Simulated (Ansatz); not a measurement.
Reaction (hydrogenolysis of a B–S bond): `BSC(=C)Cl` + H₂ → BH₃ + `C=C(S)Cl`

Gas-phase electronic energies from Ansatz, PBE0-D4/def2-TZVP geometries. CCSD(T)/CBS adds triple-zeta CCSD(T) − MP2 to the extrapolated MP2 energy (def2 sets, frozen cores). This one scheme is used for every species. Functionals use def2-TZVPP. Each species was taken in one conformer, which may not be the lowest.

```json
{"species": "`BSC(=C)Cl`", "CAM-B3LYP energy (Eh)": "-961.86319"}
{"species": "H₂", "CAM-B3LYP energy (Eh)": "-1.17158"}
{"species": "BH₃", "CAM-B3LYP energy (Eh)": "-26.59223"}
{"species": "`C=C(S)Cl`", "CAM-B3LYP energy (Eh)": "-936.41345"}
```

(1) Work out ΔE.

Largest T1 diagnostic among the species: 0.014.

Results:

(1) ΔE = (-26.59223) + (-936.41345) − (-961.86319) − (-1.17158) = 0.02909 Eh = +76.4 kJ/mol. CCSD(T)/CBS gives +86.5 kJ/mol.

In def2-TZVPP, CCSD(T) changes the Hartree–Fock value by +38.6 kJ/mol (the triples alone add +8.9 kJ/mol) and MP2 by +45.7 kJ/mol. From BLYP to BHLYP (50 % exact exchange), in def2-TZVPP and without D4, ΔE moves by −14.2 kJ/mol. Leaving LDA and LC-ωPBE aside and taking each functional with its dispersion term where it has one, the values, not all of them listed here, spread over 26.9 kJ/mol, from BHLYP-D4 to revPBE-D4. LDA lies +15.4 kJ/mol from PBE without D4.
